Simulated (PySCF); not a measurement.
**TlP: one state, many levels of theory**

State: triplet, unpaired electrons π ↑↑, a mixture of terms (⟨Lz²⟩ = 0.5). Set-up: PySCF, spin-free X2C with a Gaussian nucleus, basis sets Tl x2c-TZVPPall, P x2c-TZVPPall. De refers to Tl + P in their high-spin ground configurations, without counterpoise correction. The functionals are run spin-unrestricted. A positive dipole means Tl(−)P(+).

```csv
Level,Re (Å),ωe (cm⁻¹),De (eV),μ (D),"CPU s a point (SCF and correlation, without the integrals)"
UHF,2.742,227,0.69,-3.26,4
UHF-MP2,2.705,236,1.51,n/a,6.4
UHF-SCS-MP2,2.728,231,1.52,n/a,n/a
UHF-CCSD,2.723,232,1.48,n/a,n/a
UHF-CCSD(T),2.726,230,1.58,n/a,87
PBE,2.724,227,2.05,-2.65,3.4
r²SCAN,2.695,235,1.93,-2.73,4.4
r²SCANh,2.691,237,1.87,-2.76,6.4
B3LYP,2.735,225,1.89,-2.83,5.9
PBE0,2.701,236,1.90,-2.80,6.4
B97-3,2.738,227,2.00,-3.12,4.3
ωB97M-V,2.673,246,1.86,-2.66,24
B2PLYP,2.722,231,1.77,-3.00,6.3
```

The bond length runs from 2.673 Å (ωB97M-V) to 2.742 Å (UHF). De spans 0.69 eV (UHF, mean field) to 2.05 eV (PBE, GGA). Correlation at CCSD(T) changes the Hartree–Fock bond energy by +0.89 eV; the triples alone change it by +0.10 eV.

Correlated steps freeze 39 core orbitals. Spin–orbit coupling is left out, which matters for elements this heavy, above all for dissociation energies. B2PLYP dipoles, levels and charges come from its SCF part alone. The state was picked by a PBE0 search and need not be the measured ground state.

The whole job (state search and all levels along the bond) took about 17 min on 2 threads of Intel Xeon Platinum 8488C (shared host), peak memory 5.8 GiB.
